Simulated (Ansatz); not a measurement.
`NC[SiH2][SiH3]`, relaxed with RKS PBE0-D4/def2-TZVP in Ansatz from a PBE-D4/def2-SVP geometry. The force threshold is 0.005 eV/Å; the program also tests the step.

Total charge 0; spin multiplicity 1.

Start:

```xyz
13

N     1.118    1.347   -1.725
C     0.999    0.577   -0.487
Si   -0.729   -0.230   -0.375
Si   -1.003   -1.338    1.685
H     2.072    1.718   -1.832
H     0.501    2.168   -1.690
H     1.204    1.131    0.468
H     1.730   -0.262   -0.506
H    -0.933   -1.196   -1.512
H    -1.781    0.848   -0.489
H     0.023   -2.432    1.837
H    -2.372   -1.958    1.795
H    -0.829   -0.375    2.831
```

```
step  energy (eV)  largest force (eV/Å)  largest move (Å)
   1  -18420.4194                 0.688             0.000
   2  -18420.4597                 0.289             0.030
   3  -18420.4642                 0.038             0.019
   4  -18420.4646                 0.038             0.014
   5  -18420.4648                 0.023             0.007
   6  -18420.4650                 0.009             0.012
   7  -18420.4650                 0.002             0.003
```

End:

```xyz
13

N     1.123    1.341   -1.705
C     1.001    0.558   -0.482
Si   -0.716   -0.222   -0.366
Si   -0.998   -1.329    1.678
H     2.046    1.748   -1.790
H     0.458    2.104   -1.714
H     1.210    1.113    0.447
H     1.722   -0.265   -0.516
H    -0.931   -1.172   -1.490
H    -1.743    0.857   -0.475
H     0.015   -2.410    1.832
H    -2.352   -1.940    1.767
H    -0.836   -0.381    2.815
```

Hardware: 4 threads of an Arm Neoverse V2 on a shared host. Wall time 25 s, peak host memory 0.47 GiB.
